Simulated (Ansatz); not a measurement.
## Relative stability

Two relaxed structures of AlBH$_{3}$OF, singlet (PBE0-D4/def2-TZVP; forces vanish, vibrations not checked).

A:

F1  (-1.333, 0.786, 1.834)
B2  (-1.285, 0.576, 0.518)
O3  (-0.185, 0.068, -0.027)
Al4  (1.275, -0.580, -0.570)
H5  (-2.253, 0.862, -0.125)
H6  (1.385, -2.151, -0.629)
H7  (2.396, 0.439, -1.001)
(Å)

B:

```json
{"atom": "F1", "x (Å)": "-2.1305", "y (Å)": "0.9080", "z (Å)": "1.3426"}
{"atom": "B2", "x (Å)": "-1.0461", "y (Å)": "0.5349", "z (Å)": "0.8018"}
{"atom": "O3", "x (Å)": "-0.0133", "y (Å)": "0.1795", "z (Å)": "0.2862"}
{"atom": "Al4", "x (Å)": "1.7203", "y (Å)": "-0.4110", "z (Å)": "-0.5250"}
{"atom": "H5", "x (Å)": "2.7009", "y (Å)": "0.1008", "z (Å)": "0.6281"}
{"atom": "H6", "x (Å)": "1.4188", "y (Å)": "-1.9777", "z (Å)": "-0.6078"}
{"atom": "H7", "x (Å)": "1.6502", "y (Å)": "0.4368", "z (Å)": "-1.8771"}
```

Computed with Ansatz 0.2.0 (basis: def2-TZVPP); correlated methods freeze the cores. B3LYP uses VWN-RPA correlation.

(1) Which structure is lower at CCSD(T), and by how much? (Judge from chemistry; the value comes from the calculation.)

The T1 diagnostic stays at or below 0.015.

## Answers

(1) By the calculation: A, by 2.024 eV (electronic energy, against the other). By their contacts, A is AlBH₃OF ([F][BH][O][AlH2]) and B is AlBH₃OF ([F][B][O][AlH3]).

All methods give the same order:

```json
{"method": "PBE-D4", "E(B) − E(A) (eV)": "1.922"}
{"method": "r2SCAN-D4", "E(B) − E(A) (eV)": "2.024"}
{"method": "PBE0-D4", "E(B) − E(A) (eV)": "2.040"}
{"method": "B3LYP-D4", "E(B) − E(A) (eV)": "2.004"}
{"method": "wB97M-V", "E(B) − E(A) (eV)": "2.020"}
{"method": "HF", "E(B) − E(A) (eV)": "2.124"}
{"method": "MP2", "E(B) − E(A) (eV)": "2.026"}
{"method": "CCSD", "E(B) − E(A) (eV)": "2.061"}
{"method": "CCSD(T)", "E(B) − E(A) (eV)": "2.024"}
```

Labels in which every atom is bracketed show which atoms are joined, not bond orders.

For scale, one of the runs: CCSD(T)/def2-TZVPP, 177 basis functions, launched by `ansatz run in.yaml --threads 2 --pin off --events-out ev --progress --plain --max-ram 4352MiB`. Time: 73 s of wall clock on 2 CPU threads of an AMD EPYC 7571; the host was shared. Peak host memory: 1.6 GiB.
